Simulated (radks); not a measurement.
All-electron atom: Hf0.25+ in [Xe] 4f14 6s2 5d(up 1.5, down 0.25) (fractional occupations, a model configuration). All-electron calculation, scalar-relativistic Kohn-Sham, r2SCAN, spin-polarised, spherical densities, finite nucleus; meta-GGA in the generalised Kohn-Sham scheme; Fermi nuclear charge, rms radius 5.347 fm. Program: a radial shooting solver on a logarithmic mesh with Libxc functionals.

Unscreened Slater integrals over Kohn-Sham orbitals (eV). They are taken over the spin-up orbitals.

integral,value
"F0(5d,5d)",10.585
"F2(5d,5d)",5.1913
"F4(5d,5d)",3.3260
"F0(5d,6s)",8.3571
"G2(5d,6s)",2.7692
"F0(5d,4f)",14.204
"F2(5d,4f)",2.9448
"F4(5d,4f)",1.3566
"G1(5d,4f)",1.2793
"G3(5d,4f)",1.0261
"G5(5d,4f)",0.77810
"F0(6s,6s)",7.3802
"F0(6s,4f)",9.6835
"G3(6s,4f)",0.28694
"F0(4f,4f)",37.465
"F2(4f,4f)",17.753
"F4(4f,4f)",11.130
"F6(4f,4f)",8.0057

Derived for the open shells (J is the average intra-shell exchange parameter used in DFT+U). 5d: Racah B = F2/49 - 5 F4/441 = 0.06824 eV, C = 35 F4/441 = 0.2640 eV, C/B = 3.87, F4/F2 = 0.641, J = (F2 + F4)/14 = 0.6084 eV.
